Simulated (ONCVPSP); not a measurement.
What one change does to a pseudopotential (gallium (Ga), ONCV)

Ga (Z = 31), optimised norm-conserving Vanderbilt (ONCV), made with ONCVPSP 4.0.1 (PBEsol, scalar-relativistic). Core [Ne] 3s2, reference 3p6 3d10 4s2 (charge +1). Waves: 4s: rc 2.00 bohr, ncon 3, nbas 7, qcut 3.9 1/bohr, 2 projectors, debl 2.3 Ha; 3p: rc 1.05 bohr, ncon 5, nbas 8, qcut 12.9 1/bohr, 2 projectors, debl 1.2 Ha; 3d: rc 0.95 bohr, ncon 5, nbas 10, qcut 17 1/bohr, 2 projectors, debl 0.4 Ha. Local part: polynomial inside 0.60 bohr (lpopt 1, dvloc0 4 Ha). Core correction: none.

In the p channel the program set the typed energies aside and used -3.932, 0.250 Ha. In the d channel the program set the typed energies aside and used -1.009, 0.250 Ha.

Change: s: rc 2.84.

Cutoffs: the cutoffs (Ha) at which the residual kinetic energy of the hardest occupied pseudo-wave falls to 1 and 0.1 mHa per electron; they do not see the model core or the augmentation charge, which bear on the density cutoff. Errors are all-electron minus pseudo energies relative to the spin-unpolarised reference configuration.

Problem. What does the change do?

Solution. The potential gets neither clearly harder nor softer (118 Ha and 132 Ha → 118 Ha and 132 Ha); both files keep a bound ghost (s); of the 4 tests that both files solve, the error grows in 4 and shrinks in 0 by more than 15 % and 0.3 meV (median size 11.3 → 39.0 meV). More of the atom is replaced by a form fitted at one configuration, so other configurations suffer.

```tsv
quantity	base	changed
cutoff, loose	118 Ha	118 Ha
cutoff, tight	132 Ha	132 Ha
loose cutoff by channel	s 6.4 Ha, p 55 Ha, d 118 Ha	s 4.5 Ha, p 55 Ha, d 118 Ha
bound ghosts	s	s
GHOST(+) flags under 300 eV	none	none
error for 3p6 3d10 4s2 4p1, meV [ΔE -5.68 eV]	+0.7	+2.3
error for 3p6 3d10 4s1, meV [ΔE 21.14 eV]	-13	-51
error for 3p6 3d10 4s0, meV [ΔE 52.26 eV]	-67	-299
error for 3p6 3d10 4s1 4p2, meV [ΔE 0.87 eV]	-9.6	-27
p: phases at 1.06 bohr within 0.05 rad from the reference energy up to (Ha; the scan ends near 5)	to the end of the scan	to the end of the scan
d: phases at 0.97 bohr within 0.05 rad from the reference energy up to (Ha; the scan ends near 5)	to the end of the scan	to the end of the scan
```

 A true bound ghost makes a file unfit for plane-wave use even where its test errors are small: the radial tests pick states by their node count and pass the ghost by.
